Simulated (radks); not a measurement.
Coulomb parameter of the 4f shell of the thulium ion Tm+ in the model configuration [Xe] 4f12 6s1 6p1, as a second difference U = [E(n + 0.5) + E(n - 0.5) - 2 E(n)] / (0.5)^2 with all orbitals relaxed. "Bare": the charge of the atom changes with n. "Screened": the 6p shell takes up the change at fixed total charge, which measures U(4f,4f) + U(6p,6p) - 2 U(4f,6p). Calculated with a radial shooting solver on a logarithmic mesh with Libxc functionals: Dirac Kohn-Sham, PBE, spin-unpolarised, spherical densities, finite nucleus; open shells are shared between the two j in proportion to 2j + 1; Fermi nuclear charge, rms radius 5.2256 fm.

[
 {"case": "start", "configuration": "[Xe] 4f12 6s1 6p1", "E - E(n) (eV)": "0.000"},
 {"case": "bare +0.5", "configuration": "[Xe] 4f12.5 6s1 6p1", "E - E(n) (eV)": "-7.815"},
 {"case": "bare -0.5", "configuration": "[Xe] 4f11.5 6s1 6p1", "E - E(n) (eV)": "12.084"},
 {"case": "screened +0.5", "configuration": "[Xe] 4f12.5 6s1 6p0.5", "E - E(n) (eV)": "-5.154"},
 {"case": "screened -0.5", "configuration": "[Xe] 4f11.5 6s1 6p1.5", "E - E(n) (eV)": "7.471"}
]

U(bare) = 17.075 eV, U(screened by 6p) = 9.268 eV, against the Slater integral F0(4f,4f) = 33.570 eV with frozen orbitals.
